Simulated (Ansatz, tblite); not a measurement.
Removing an electron: CrS2(OH)2 (CrS2O2H2). The state is a singlet with charge 0. Geometry: PBE-D4/def2-SVP. Ansatz, gas phase; energy differences of separate SCF runs; the oxidised species was run as a doublet alone.

Cartesian coordinates in Å:
```
Cr 0.134 -0.296 0.064
S 2.083 -0.725 -0.094
S -0.888 -1.907 0.668
O -0.424 0.234 -1.502
H -1.389 0.099 -1.617
O -0.122 0.969 1.240
H 0.606 1.627 1.241
```

The xTB rows come from tblite.

```
           level  −HOMO (eV)  vertical IE (eV)  −LUMO (eV)  HOMO–LUMO gap (eV)
        GFN2-xTB       11.16             14.04        9.65                1.51
PBE-D4/def2-TZVP        6.31              9.17        4.73                1.59
```

Estimate the rows for GFN1-xTB, r2SCAN-D4/def2-TZVP.


```json
{"level": "GFN1-xTB", "−HOMO (eV)": "12.53", "vertical IE (eV)": "16.14", "−LUMO (eV)": "10.86", "HOMO–LUMO gap (eV)": "1.68", "remarks": "–"}
{"level": "r2SCAN-D4/def2-TZVP", "−HOMO (eV)": "6.58", "vertical IE (eV)": "9.23", "−LUMO (eV)": "4.86", "HOMO–LUMO gap (eV)": "1.73", "remarks": "restricted SCF unstable in HF (singlet), spin-contaminated (⟨S²⟩ 0.92) (+1 doublet)"}
```

Run but left out: PBE0-D4/def2-TZVP (charge +1 doublet: ⟨S²⟩ 1.27, where a pure state has 0.75).  Raw xTB energy differences between charge states are shifted by several eV; the methods need an empirical correction for them.
